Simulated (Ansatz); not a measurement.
Ansatz results at the PBE0-D4/def2-TZVP geometry: HOMO energy (ωB97M-V/def2-TZVPP) -9.39 eV; HOMO energy (PBE0/def2-TZVPP) -7.14 eV; LUMO energy (PBE0/def2-TZVPP) -0.45 eV.

Each molecule was computed in one conformer, which needn't be the lowest.

(1) Which molecule gave them?
A. `C1O[AsH][SiH2]1`
B. `OC1NCS1`
C. `CB(C)BN`
D. `BCN(B)C`

Answers

(1) C. The others give `OC1NCS1`: -8.79, -6.54, -0.13; `BCN(B)C`: -9.81, -7.51, -1.35; `C1O[AsH][SiH2]1`: -9.25, -7.17, -0.99.
